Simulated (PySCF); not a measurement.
Radial density of Be (beryllium, neutral)

PBEsol, [He] 2s2, closed-shell 1S. Calculation: PySCF 2.14, in aug-pcseg-2; the non-relativistic Hamiltonian (point nucleus).

```
r (bohr)  4πr²ρ (e/bohr)
 0.00835         0.02934
  0.0140         0.07965
  0.0236          0.2078
  0.0397          0.5176
  0.0668           1.177
   0.112           2.324
   0.189           3.607
   0.318           3.816
   0.535           2.188
   0.900          0.6376
    1.51          0.6727
    2.54          0.7082
    4.28          0.1896
    7.20        0.007323
    12.1       1.460e-05
```
